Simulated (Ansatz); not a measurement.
`OC#CC[SiH3]` + H₂ → `CC#CO` + SiH₄  (hydrogenolysis of a C–Si bond)

Program: Ansatz. Geometries: PBE0-D4/def2-TZVP. ΔE: electronic, gas phase. CCSD(T)/CBS adds triple-zeta CCSD(T) − MP2 to the extrapolated MP2 energy (def2 sets, frozen cores). This one scheme is used for every species. DFT in def2-TZVPP. B3LYP here is the variant with VWN-RPA as its local correlation; programs differ in this. HSE06 is defined as in plane-wave codes. One conformer a species, not always the lowest.

`OC#CC[SiH3]`:

```xyz
11

O     1.580   -2.797    0.077
C     0.867   -1.750   -0.245
C     0.224   -0.765   -0.485
C    -0.540    0.445   -0.712
Si   -0.509    1.539    0.828
H     1.613   -3.414   -0.663
H    -0.136    1.020   -1.552
H    -1.585    0.218   -0.952
H    -1.103    0.811    1.978
H     0.890    1.918    1.151
H    -1.301    2.775    0.574
```

H₂:

Cartesian coordinates in Å:
```
H 0.004 -0.369 -0.055
H -0.004 0.369 0.055
```

`CC#CO`:

Cartesian coordinates in Å:
```
C -0.046 -0.985 -1.001
C 0.091 0.043 0.016
C 0.203 0.891 0.856
O 0.409 1.820 1.754
H -0.767 -1.749 -0.696
H -0.382 -0.568 -1.954
H 0.909 -1.487 -1.175
H -0.418 2.035 2.200
```

SiH₄:

Cartesian coordinates in Å:
```
Si 0.000 0.000 0.000
H -0.235 -1.443 -0.260
H 0.994 0.150 1.093
H -1.276 0.645 0.400
H 0.517 0.647 -1.232
```

| level | ΔE (kJ/mol) | difference from CCSD(T)/CBS |
| --- | --- | --- |
| LDA (SPW92) | -22.4 | 2.4 |
| PBE-D4 | -22.3 | 2.5 |
| BLYP-D4 | -24.5 | 0.3 |
| r2SCAN-D4 | -23.4 | 1.4 |
| B97M-V | -30.6 | -5.8 |
| PBE0-D4 | -25.6 | -0.8 |
| r2SCANh-D4 | -24.4 | 0.4 |
| HSE06-D4 | -25.6 | -0.8 |
| BHLYP-D4 | -32.1 | -7.3 |
| CAM-B3LYP-D4 | -31.5 | -6.7 |
| ωB97X-V | -28.5 | -3.7 |
| ωB97M-V | -26.0 | -1.2 |
| B2PLYP | -31.9 | -7.1 |
| PBE | -28.5 | -3.7 |
| revPBE | -31.6 | -6.8 |
| BLYP | -37.1 | -12.3 |
| r2SCAN | -25.1 | -0.3 |
| PBE0 | -31.1 | -6.3 |
| B3LYP | -37.7 | -12.9 |
| r2SCANh | -26.3 | -1.5 |
| r2SCAN0 | -28.0 | -3.2 |
| HSE06 | -30.8 | -6.0 |
| BHLYP | -40.5 | -15.7 |
| CAM-B3LYP | -37.2 | -12.4 |
| LC-ωPBE | -31.6 | -6.8 |
| RPA@PBE/def2-TZVPP | -29.4 | -4.6 |
| HF/def2-SVP | -57.0 | -32.2 |
| MP2/def2-SVP | -31.8 | -7.0 |
| CCSD/def2-SVP | -42.6 | -17.8 |
| CCSD(T)/def2-SVP | -39.0 | -14.2 |
| HF/def2-TZVPP | -51.0 | -26.2 |
| MP2/def2-TZVPP | -20.4 | 4.4 |
| SCS-MP2/def2-TZVPP | -27.5 | -2.7 |
| CCSD/def2-TZVPP | -32.5 | -7.7 |
| CCSD(T)/def2-TZVPP | -27.8 | -3.0 |
| HF/def2-QZVPP | -50.7 | -25.9 |
| SCS-MP2/def2-QZVPP | -25.8 | -1.0 |
| HF/CBS(def2) | -50.7 | -25.9 |
| MP2/CBS(def2) | -17.4 | 7.4 |
| CCSD/CBS(def2) | -29.5 | -4.7 |
| CCSD(T)/CBS | -24.8 | 0 |

Largest T1 diagnostic among the species: 0.012.

From BLYP to BHLYP (50 % exact exchange), in def2-TZVPP and without D4, ΔE moves by −3.5 kJ/mol. Leaving LDA and LC-ωPBE aside and taking each functional with its dispersion term where it has one, the values, not all of them listed here, spread over 13.8 kJ/mol, from BHLYP-D4 to revPBE-D4. LDA lies +6.0 kJ/mol from PBE without D4.
